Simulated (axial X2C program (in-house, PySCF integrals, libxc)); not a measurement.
Estimating the spin–orbit splitting of the π levels of BrF

Calculated with an in-house relativistic program for diatomic molecules. Spin-free means the one-electron spin-free X2C Hamiltonian; two-component (2c) means X2C with spin–orbit coupling and atomic mean-field two-electron Coulomb and Gaunt terms, so the difference of the two also holds small scalar two-electron terms. Basis: Br dyall-v3z [8s9p6d1f], F dyall-v3z [6s5p2d1f] (cores contracted in-house); Gaussian nuclei, density fitting, unrestricted open shells. Masses: Br 78.918 u, F 18.998 u.

Hartree–Fock at 1.762 Å, closed shell. Valence p splittings ε(p3/2) − ε(p1/2) of spherical Dirac–Hartree–Fock atoms with fractionally filled p shells: Br 4p 0.555 eV, F 2p 0.072 eV.

```json
{"filled π level (eV), spin-free": "-18.84", "F p share": "0.90", "Br p share": "0.08"}
{"filled π level (eV), spin-free": "-12.34", "F p share": "0.08", "Br p share": "0.91"}
```

In first order a p shell splits by 3ζ/2 and a π orbital by ζ. Estimate the splitting of each π level from the shares.

level -18.84 eV: (2/3) × (0.90 × 0.072 + 0.08 × 0.555) = 0.07 eV; level -12.34 eV: (2/3) × (0.08 × 0.072 + 0.91 × 0.555) = 0.34 eV.

The two-component Hartree–Fock calculation gives:

| ε(ω = 1/2) (eV) | σ share of it | ε(ω = 3/2) (eV) | splitting (eV) | estimate (eV) |
| --- | --- | --- | --- | --- |
| -18.863 | 0.01 | -18.788 | 0.08 | 0.07 |
| -12.522 | 0.00 | -12.144 | 0.38 | 0.34 |

The estimate leaves out the mixing of π1/2 with σ1/2 levels, which pushes the ω = 1/2 spinor up or down, the d and f parts of the orbital, small shares of the strongly split outer-core p shell of a metal, the Gaunt term (absent from the atomic values), and the change of the atomic p orbitals with charge; Löwdin shares depend on the basis.
